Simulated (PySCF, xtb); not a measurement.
BHN, SMILES B=[N] (connectivity only; charge and spin as stated), charge -1, multiplicity 1.

Harmonic wavenumbers (cm⁻¹) from xtb with GFN2-xTB at its own minimum, in rising order: 641, 641, 1838, 2147.

What does PBE-D3(BJ)/def2-TZVPD (PySCF) give at its own minimum? (Estimate from the structure and the level; the computed values follow.)

625, 625, 1682, 2655. Paired by order, the mean absolute difference is 174 cm⁻¹ and the zero-point energies are 7.5 and 8.0 kcal/mol.
